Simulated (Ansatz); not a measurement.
`Cl[SiH2][NH][GeH2][Cl]` + `C[SiH](O)O` → `O[SiH](O)C[SiH2]Cl` + `[NH2][GeH2][Cl]`  (formal exchange of groups at the Si–N bond)

Program: Ansatz. Geometries: PBE0-D4/def2-TZVP. ΔE: electronic, gas phase. CCSD(T)/CBS is the MP2 limit (def2-TZVPP, def2-QZVPP) plus CCSD(T) − MP2 in def2-TZVPP, frozen cores. DFT in def2-TZVPP. For Ge outer-core shells are correlated without core-valence functions, which leaves a few kJ/mol of doubt a bond. Scalar relativity is left out up to krypton. Each species was taken in one conformer, which may not be the lowest.

| species | r2SCAN-D4 energy (Eh) |
| --- | --- |
| `Cl[SiH2][NH][GeH2][Cl]` | -3344.73221 |
| `C[SiH](O)O` | -481.74592 |
| `O[SiH](O)C[SiH2]Cl` | -1232.07430 |
| `[NH2][GeH2][Cl]` | -2594.38671 |

Task: Work out ΔE.

Result: ΔE = (-1232.07430) + (-2594.38671) − (-3344.73221) − (-481.74592) = 0.01712 Eh = +44.9 kJ/mol. CCSD(T)/CBS gives +49.2 kJ/mol.

Largest T1 diagnostic among the species: 0.011.

In def2-TZVPP, CCSD(T) changes the Hartree–Fock value by −14.0 kJ/mol (the triples alone add −2.2 kJ/mol) and MP2 by −13.2 kJ/mol. The D4 term adds −5.6 kJ/mol with B3LYP and −3.1 kJ/mol with PBE0; it sums over pairs of atoms, weighted by their polarisabilities, and B3LYP, whose exchange is more repulsive, gets the larger term.

B3LYP here is the variant with VWN-RPA as its local correlation; programs differ in this.
